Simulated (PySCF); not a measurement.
**Electron correlation in Br⁺ (bromine, charge +1)**

[Ar] 3d10 4s2 4p4, high-spin 3P determinant. Calculation: PySCF 2.14, in def2-TZVPPD (7s6p5d1f, 57 functions); no relativity, point nucleus. Frozen: [Ar] 3d10; 6 electrons correlated.

| level | correlation energy (mhartree) |
| --- | --- |
| CCSD | -124.15 |
| (T) | -3.34 |
| CCSD(T) | -127.49 |

Diagnostics: T1 = 0.0074, D1 = 0.0236, largest double amplitude 0.034.

Is a single reference adequate?

Yes, within this model without spin-orbit coupling: T1 lies below 0.03 and no double amplitude reaches 0.07.
